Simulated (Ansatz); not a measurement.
Cost and result for the atomization energy of CH3F2GeN (`F[C@@H]1[NH][Ge@@H]1[F]`) (8 atoms, 8 bonds).

```xyz
8

F    -0.116    0.255   -1.925
C    -0.536    0.509   -0.640
N     0.478    0.837    0.297
Ge   -0.077   -0.842    0.678
F     0.891   -2.150    0.079
H    -1.428    1.133   -0.699
H     1.245    1.463    0.103
H    -0.457   -1.205    2.106
```

Total charge 0; spin multiplicity 1. Correlated methods include outer-core shells of Ge, which these sets cover unevenly. Scalar relativity is left out up to krypton. All single points use the PBE0-D4/def2-TZVP geometry. Program: Ansatz. All runs use 4 threads of a server CPU on a shared host. Times are those of one run each, without the atoms' runs, and a repeat can differ threefold. Electronic energies, without spin–orbit coupling; frozen cores. CCSD(T)/CBS adds CCSD(T) − MP2 in def2-TZVPP to the MP2 limit, and its time is that of the two runs behind it. T1 = 0.013. With those shells the extrapolation isn't a true limit. HSE06 is the plane-wave form, built on full-range PBE exchange.

CCSD(T)/CBS is a level of theory with its own doubt, some kJ/mol a heavy atom from the limit and from the frozen cores, so smaller differences don't rank the functionals.

```csv
level,functions,wall time,atomization (kJ/mol),difference from CCSD(T)/CBS,per bond
LDA (SPW92)/def2-TZVPP,214,0.9 s,3295.4,556.0,69.5
BLYP-D4/def2-TZVPP,214,1.4 s,2755.7,16.3,2.0
revPBE-D4/def2-TZVPP,214,1.5 s,2742.3,2.9,0.4
BHLYP-D4/def2-TZVPP,214,2.4 s,2574.6,-164.8,-20.6
CAM-B3LYP-D4/def2-TZVPP,214,2.5 s,2745.9,6.5,0.8
HSE06-D4/def2-TZVPP,214,2.6 s,2738.6,-0.8,-0.1
r2SCAN-D4/def2-TZVPP (with forces),214,3.5 s,2746.1,6.7,0.8
B2PLYP/def2-TZVPP,214,4.1 s,2699.8,-39.6,-5.0
PBE-QIDH/def2-TZVPP,214,4.3 s,2703.0,-36.4,-4.6
CCSD(T)/def2-SVP,103,6 s,2526.0,-213.4,-26.7
MP2/def2-QZVPP,407,16 s,2793.6,54.2,6.8
CCSD(T)/def2-TZVPP,214,2.2 min,2650.9,-88.5,-11.1
CCSD(T)/CBS(def2),–,2.4 min,2739.4,0.0,0.0
```

The D4 term adds +23.8 kJ/mol with B3LYP and +12.2 kJ/mol with PBE0; it sums over pairs of atoms, weighted by their polarisabilities, and B3LYP, whose exchange is more repulsive, gets the larger term. From PBE to PBE0 (25 % exact exchange), in def2-TZVPP and without D4, the atomization energy moves by −108.4 kJ/mol: exact exchange takes away binding that semilocal exchange gives to molecules. In def2-TZVPP, CCSD(T) changes the Hartree–Fock value by +914.7 kJ/mol (the triples alone add +66.1 kJ/mol) and MP2 by +1004.3 kJ/mol; breaking electron pairs costs correlation energy, which Hartree–Fock lacks.

B3LYP here is the variant with VWN-RPA as its local correlation; programs differ in this.
